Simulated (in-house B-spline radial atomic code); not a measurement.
Radial electron density of Fe VI (Fe5+), [Ar] 3d3. Computed with a radial B-spline atomic code at the basis-set limit: Dirac-Kohn-Sham PBEsol, spherical fractional occupations, Fermi nucleus of rms radius 3.7377 fm.

Columns: r (bohr), 4πr²n(r) (electrons per bohr), bar.

```
 0.00221   0.7301 #
 0.00264    1.012 #
 0.00315    1.394 ##
 0.00376    1.912 ##
 0.00448    2.598 ###
 0.00534    3.508 ####
 0.00637    4.701 ######
  0.0076    6.238 ########
 0.00906    8.166 ##########
  0.0108    10.53 #############
  0.0129    13.39 #################
  0.0154    16.67 #####################
  0.0183    20.14 #########################
  0.0219    23.83 ##############################
  0.0261    27.15 ##################################
  0.0311    29.76 #####################################
  0.0371    31.25 #######################################
  0.0442     31.3 #######################################
  0.0527    29.94 ######################################
  0.0629    27.66 ###################################
   0.075    25.47 ################################
  0.0895    24.56 ###############################
   0.107    25.81 ################################
   0.127    28.96 ####################################
   0.152    32.86 #########################################
   0.181    34.97 ############################################
   0.216    33.44 ##########################################
   0.257    28.07 ###################################
   0.307    20.64 ##########################
   0.366    14.65 ##################
   0.437    12.37 ################
   0.521    13.49 #################
   0.621    15.34 ###################
   0.741    15.21 ###################
   0.884    12.36 ################
    1.05    8.192 ##########
    1.26    4.197 #####
     1.5    1.754 ##
    1.79   0.5707 #
    2.13   0.1482 
    2.54  0.02883 
    3.03 0.004012
```

On this grid the curve has 3 maxima, near 0.0442, 0.181, 0.621 bohr.

The 3d3/2 radial function P(r) = rR(r), positive near the nucleus, with its small component Q(r) (sign convention: Q ≈ (P' + κP/r)/2c):

| r (bohr) | P | Q |
| --- | --- | --- |
| 0.0219 | 0.001722 | 0.00133 |
| 0.0311 | 0.004508 | 0.002443 |
| 0.0442 | 0.01152 | 0.004336 |
| 0.0629 | 0.02844 | 0.00735 |
| 0.0895 | 0.06661 | 0.01167 |
| 0.127 | 0.1447 | 0.01699 |
| 0.181 | 0.2897 | 0.02218 |
| 0.257 | 0.5131 | 0.02502 |
| 0.366 | 0.7893 | 0.02345 |
| 0.521 | 1.017 | 0.0173 |
| 0.741 | 1.054 | 0.009083 |
| 1.05 | 0.8433 | 0.00276 |
| 1.5 | 0.4811 | -0.0001677 |
| 2.13 | 0.1777 | -0.0004963 |
| 3.03 | 0.03421 | -0.000159 |
